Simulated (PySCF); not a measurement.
**Vibration and rotation of TcH**

ROHF-CCSD(T) constants of TcH, ⁵Π (quintet), unpaired electrons σ ↑, π ↑, δ ↑↑ (Tc def2-TZVPP with ECP28, H def2-TZVPP; scalar-relativistic core potentials (PySCF 2.14); masses 98.9072 and 1.0078 u):

* ωe: 1889.7 cm⁻¹
* ωexe: 33.5 cm⁻¹
* Be: 6.2703 cm⁻¹
* αe: 0.172 cm⁻¹
* D (centrifugal): 0.000276 cm⁻¹
* De to Tc (4d5 5s2) + H: 1.89 eV

Task: Give the vibrational terms G(v) and spacings up to v = 6.

Result: G(v) = ωe(v+½) − ωexe(v+½)².

```csv
v,G(v) (cm⁻¹),G(v) − G(v−1),Bv (cm⁻¹)
0,936,,6.184
1,2759,1823,6.012
2,4515,1756,5.840
3,6204,1689,5.668
4,7825,1622,5.496
5,9380,1555,5.324
6,10868,1488,5.152
```

Task: How well does the Morse estimate ωe²/(4ωexe) reproduce De, and what is D0?

Result: It gives 3.30 eV, 175 % of the computed De. D0 = De − G(0) = 1.89 − 0.12 = 1.77 eV.

Correlated steps freeze no core orbitals. These are scalar-relativistic numbers at best; spin–orbit coupling would shift them, the dissociation energy most. With d or f electrons several states lie close, and the lowest PBE0 determinant need not be the measured ground state.
